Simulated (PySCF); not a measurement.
Computed IR spectrum (relative IR intensity) of a molecule C6H6N, multiplicity 2. Geometry optimised at r2SCAN-D4/def2-SVP. One conformer was computed; it need not be the lowest. Computed with r2SCAN-D4/def2-SVP run with PySCF. No scaling factor is applied to the harmonic values.

Lines under 2 % of the strongest are left out, and lines within 2 cm⁻¹ are merged.

```tsv
ν (cm⁻¹)	relative intensity
215	3.9
346	8.1
409	3.2
487	100
540	26
733	28
822	2.5
837	2.3
1039	3.3
1331	12
1397	6.6
1496	27
1584	5.1
1620	22
1677	53
3152	4.6
3183	3.9
3199	4.2
3578	14
3694	11
```

Which molecule gave these data?
(A) [NH]c1ccccc1
(B) Cc1ccc[c]n1
(C) Nc1[c]cccc1
(D) Nc1cc[c]cc1

C, Nc1[c]cccc1
